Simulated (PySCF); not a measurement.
Mapped SMILES: `[Cl:1][c:2]1[cH:3][cH:4][cH:5][c:6]2[c:7]1[CH2:8][CH2:9][O:10]2`. Each H is labelled by its parent atom.

PySCF 2.14.0 with density-fitted response routines calculation with shielding tensors at PBE0/pcSseg-1 (GIAO) and GFN2-xTB structure; non-relativistic, isolated molecule, averaged over atoms made equivalent by symmetry, fast rotation or ring inversion, single conformer.

δ = σ(ref) − σ, references computed at the same level: ¹³C vs TMS.

**Question.** Do the ¹³C shifts follow the atomic charges (in e)? Tabulate both.

**Answer.** 
```json
{"atoms": "C6", "hybridisation": "sp2", "δ (ppm)": "169.0", "σ para (ppm)": "-236", "Hirshfeld": "+0.07", "IAO": "+0.21", "Mulliken": "+0.32", "ESP-fitted": "+0.31"}
{"atoms": "C2", "hybridisation": "sp2", "δ (ppm)": "142.2", "σ para (ppm)": "-207", "Hirshfeld": "+0.01", "IAO": "-0.01", "Mulliken": "-0.23", "ESP-fitted": "-0.23"}
{"atoms": "C4", "hybridisation": "sp2", "δ (ppm)": "134.5", "σ para (ppm)": "-202", "Hirshfeld": "-0.04", "IAO": "-0.14", "Mulliken": "-0.07", "ESP-fitted": "-0.20"}
{"atoms": "C7", "hybridisation": "sp2", "δ (ppm)": "130.6", "σ para (ppm)": "-205", "Hirshfeld": "-0.03", "IAO": "-0.06", "Mulliken": "-0.22", "ESP-fitted": "+0.27"}
{"atoms": "C3", "hybridisation": "sp2", "δ (ppm)": "125.3", "σ para (ppm)": "-188", "Hirshfeld": "-0.08", "IAO": "-0.19", "Mulliken": "+0.03", "ESP-fitted": "-0.09"}
{"atoms": "C5", "hybridisation": "sp2", "δ (ppm)": "112.2", "σ para (ppm)": "-177", "Hirshfeld": "-0.07", "IAO": "-0.20", "Mulliken": "-0.06", "ESP-fitted": "-0.35"}
{"atoms": "C9", "hybridisation": "sp3", "δ (ppm)": "73.1", "σ para (ppm)": "-130", "Hirshfeld": "+0.02", "IAO": "-0.06", "Mulliken": "+0.08", "ESP-fitted": "+0.16"}
{"atoms": "C8", "hybridisation": "sp3", "δ (ppm)": "33.2", "σ para (ppm)": "-93", "Hirshfeld": "-0.07", "IAO": "-0.29", "Mulliken": "-0.10", "ESP-fitted": "-0.31"}
```

Correlation coefficients of δ with charge over these carbons: Hirshfeld +0.47, IAO +0.70, Mulliken +0.21, ESP-fitted +0.37; with the paramagnetic shielding -1.00. Among the 6 sp2 carbons alone: Hirshfeld +0.95, IAO +0.96, Mulliken +0.59, ESP-fitted +0.64. With so few points, grouped by hybridisation, these coefficients are fragile. Charge is one influence among several: hybridisation and low-lying excitations act through the paramagnetic term.

Carbons that carry Cl, above all several Cl atoms, come out too deshielded, partly because spin–orbit coupling is missing. Shifts are as computed. Against solution values, carbons near 30 ppm lie about +3 ppm off and those near 130 ppm about +5 ppm; carbons on Cl a further +6 ppm. Of 1211 compounds with measured shifts, 218 miss one by over three times the rms of a fit or turn the order of signals round; such compounds aren't used in these exercises.
